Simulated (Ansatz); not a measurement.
Geometry optimisation, RKS PBE0-D4/def2-SVP (Ansatz).

Input file:

```yaml
crystal:
  periodic: [false, false, false]
  atoms:
    - { symbol: In, position_ang: [0.0, 0.0, 0.0] }
    - { symbol: O, position_ang: [0.0, 0.0, 2.34] }
    - { symbol: H, position_ang: [-0.9095, -0.2814, 2.6771] }
    - { symbol: Cl, position_ang: [2.113, 0.0, -1.22] }
    - { symbol: Cl, position_ang: [-2.113, 0.0, -1.22] }
    - { symbol: "N", position_ang: [0.5183, 2.247, 0.7662] }
    - { symbol: H, position_ang: [1.2915, 2.4002, 1.4749] }
    - { symbol: H, position_ang: [-0.0289, 3.0741, 0.3918] }
    - { symbol: H, position_ang: [0.3117, 1.3516, 1.9381] }
basis:
  gaussian: { orbitals: def2-SVP }
hamiltonian:
  xc: pbe0
  dispersion: d4
relax:
  f_tol: 0.15
  max_steps: 25
  restrain:
    - { distance: [0, 5], at: 3.33, k: 30.0 }
    - { distance: [8, 1], at: 2.21, k: 30.0 }
    - { distance: [0, 1], at: 1.99, k: 30.0 }
    - { distance: [8, 5], at: 1.06, k: 30.0 }
```

Command:

```bash
$ ansatz run input.yaml --threads 4 --pin off --max-ram 5120MiB --backend cpu --events-out ev --progress --plain --runs-dir out
```

Question: Where does it end, and by what steps?

Answer: The forces met the threshold. The restraints hold the end off the free minimum; the threshold counts their pulls, which the force column leaves out. Restrained pairs: In1–N6 (2.43 → 3.31 Å), O2–H9 (1.44 → 2.21 Å), In1–O2 (2.34 → 1.99 Å), N6–H9 (1.49 → 1.04 Å). After 9 steps the energy has fallen by 2.262 eV (the restraints' own energy left out); H8 moved furthest, 0.90 Å.

```
step  energy less start (eV)  largest force component (eV/Å)  accepted
   0                  0.0000                           2.574       yes
   1                 -0.1540                           5.086       yes
   2                 -0.7411                           4.113       yes
   3                 -1.3946                           2.729       yes
   4                 -1.8448                           1.817       yes
   5                 -1.9807                           1.336       yes
   6                 -2.1534                           1.136       yes
   7                 -2.2085                           0.906       yes
   8                 -2.2570                           0.905       yes
   9                 -2.2625                           1.035       yes
```

```xyz
9
Properties=species:S:1:pos:R:3
In -0.054 -0.377 -0.074
O -0.085 -0.208 1.912
H -0.968 -0.380 2.264
Cl 1.951 -0.765 -1.180
Cl -2.082 -0.496 -1.224
N 0.577 2.645 1.113
H 1.528 2.976 1.262
H -0.051 3.439 1.211
H 0.368 1.959 1.865
```

The run took 21 s on 4 threads of Arm Neoverse V2, with other jobs on the host, peak memory 0.28 GiB.
